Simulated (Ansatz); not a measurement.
`O[SiH](O)[SiH2]` radical, relaxed with UKS PBE0-D4/def2-TZVP in Ansatz 0.2.0 from a GFN2-xTB geometry. The force threshold is 0.005 eV/Å; the program also tests the step.

Total charge 0; spin multiplicity 2.

Start:

```xyz
9

O     0.331   -0.951   -1.511
Si   -0.065   -0.549    0.014
O    -1.706   -0.535    0.044
Si    0.792    1.537    0.232
H    -0.192   -1.592   -1.984
H     0.334   -1.660    0.900
H    -2.180   -0.289    0.830
H     0.463    2.277    1.463
H     2.223    1.762    0.012
```

(1) By how much does the energy fall, and how many steps does the optimiser take? (An estimate is asked.)

(2) Which bonds change most? (Best estimate.)

(3) Give the relaxed structure. (Estimate.)

## Answers

(1) Computed: 13.81 kJ/mol, in 28 steps, 6 of them rejected.

(2) Computed: Si2–Si4 from 2.265 to 2.318 Å; Si4–H9 from 1.465 to 1.488 Å; Si2–H6 from 1.476 to 1.496 Å; O1–Si2 from 1.625 to 1.645 Å.

(3) The calculation gave: 
```xyz
9

O     0.128   -0.865   -1.580
Si   -0.186   -0.411   -0.031
O    -1.778   -0.140    0.282
Si    0.852    1.645    0.229
H     0.102   -1.800   -1.790
H     0.274   -1.513    0.870
H    -2.311   -0.880    0.578
H     0.618    2.303    1.543
H     2.302    1.661   -0.101
```
